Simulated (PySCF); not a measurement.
Bond length, frequency and bond energy of BeI by level of theory

State: ²Σ⁺ (doublet), unpaired electrons σ ↑. Set-up: Be aug-cc-pVDZ, I aug-cc-pVDZ-PP with ECP28; scalar-relativistic core potentials (PySCF 2.14). De refers to Be + I in their high-spin ground configurations, without counterpoise correction. The functionals are run spin-unrestricted. A positive dipole means Be(−)I(+).

```json
{"Level": "UHF", "Re (Å)": "2.212", "ωe (cm⁻¹)": "610", "De (eV)": "2.36", "μ (D)": "-1.08"}
{"Level": "UHF-MP2", "Re (Å)": "2.199", "ωe (cm⁻¹)": "620", "De (eV)": "2.80", "μ (D)": "n/a"}
{"Level": "UHF-SCS-MP2", "Re (Å)": "2.203", "ωe (cm⁻¹)": "615", "De (eV)": "2.56", "μ (D)": "n/a"}
{"Level": "PBE", "Re (Å)": "2.200", "ωe (cm⁻¹)": "598", "De (eV)": "2.95", "μ (D)": "-0.49"}
{"Level": "r²SCAN", "Re (Å)": "2.197", "ωe (cm⁻¹)": "605", "De (eV)": "3.09", "μ (D)": "-0.64"}
{"Level": "TPSSh", "Re (Å)": "2.202", "ωe (cm⁻¹)": "597", "De (eV)": "2.86", "μ (D)": "-0.57"}
{"Level": "PBE0", "Re (Å)": "2.191", "ωe (cm⁻¹)": "612", "De (eV)": "2.91", "μ (D)": "-0.63"}
{"Level": "r²SCAN0", "Re (Å)": "2.191", "ωe (cm⁻¹)": "613", "De (eV)": "3.00", "μ (D)": "-0.75"}
{"Level": "MN15", "Re (Å)": "2.186", "ωe (cm⁻¹)": "611", "De (eV)": "2.62", "μ (D)": "-0.92"}
```

Question: What does a quarter of exact exchange do here, going from PBE to PBE0?

Answer: PBE0 less PBE: -0.9 pm in Re, +2.3 % in ωe, -0.04 eV in De. Exact exchange removes part of the self-interaction that spreads semilocal densities, and in most molecules shortens and stiffens the bond and lowers De; so it does here.

Correlated steps freeze 4 core orbitals. Correlated levels converge slowly with the basis: in double zeta they bind strong bonds too weakly, by up to about 1 eV, and carry superposition errors of some tenths. Spin–orbit coupling is left out, which matters for elements this heavy, above all for dissociation energies. The state is the lowest determinant that a PBE0 search found; another state may lie lower at other levels.

The whole job (state search and all levels along the bond) took about 1.7 min on 1 thread of Arm Neoverse V2 (shared host), peak memory 0.65 GiB.
